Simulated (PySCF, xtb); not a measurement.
Acid–base and redox partners of F[SiH3]. All species are isolated molecules in the gas phase. Strings in code marks are SMILES.

Quantity: gas-phase deprotonation enthalpy at 298 K, in kJ/mol. Thermal and zero-point terms are GFN2-xTB rigid-rotor harmonic values (xtb). Levels without diffuse functions put anions too high.

Level 1: PBE-D3(BJ)/def2-TZVPD // B3LYP-D3(BJ)/def2-TZVPD (PySCF)
Level 2: B3LYP/3-21G // B3LYP-D3(BJ)/def2-TZVPD (PySCF)
Level 3: PBE/6-31G* // B3LYP-D3(BJ)/def2-TZVPD (PySCF)
Level 4: frozen-core MP2/6-31G* // B3LYP-D3(BJ)/def2-TZVPD (PySCF)

```tsv
species	level 2	level 3	level 4
proton removed from Si2: `[SiH2-]F`	1569.7	1577.4	1601.1
```

### Question
What does level 1 give for each?

### Answer

- proton removed from Si2: `[SiH2-]F`: 1538.8
